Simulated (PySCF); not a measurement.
Vertical excitations of a molecule C5H9B from TDA-PBE/def2-SVPD run with PySCF, as energy in eV (oscillator strength): 4.95 (0.001), 5.44 (0.001), 5.92 (0.283), 6.45 (0.001), 6.52 (0.005), 6.83 (0.014), 6.88 (0.001), 6.93 (0.088), 7.12 (0.000), 7.25 (0.002). Lowest triplet (TDA): 3.87 eV. Geometry: B3LYP-D3(BJ)/def2-SVP. One conformer was computed; it need not be the lowest.

Q: Which structure fits?
A) CB1C=C[C@@H]1C
B) C=CB(C)C=C
C) CB1C=CCC1
D) C=C=CB(C)C

A: C, CB1C=CCC1
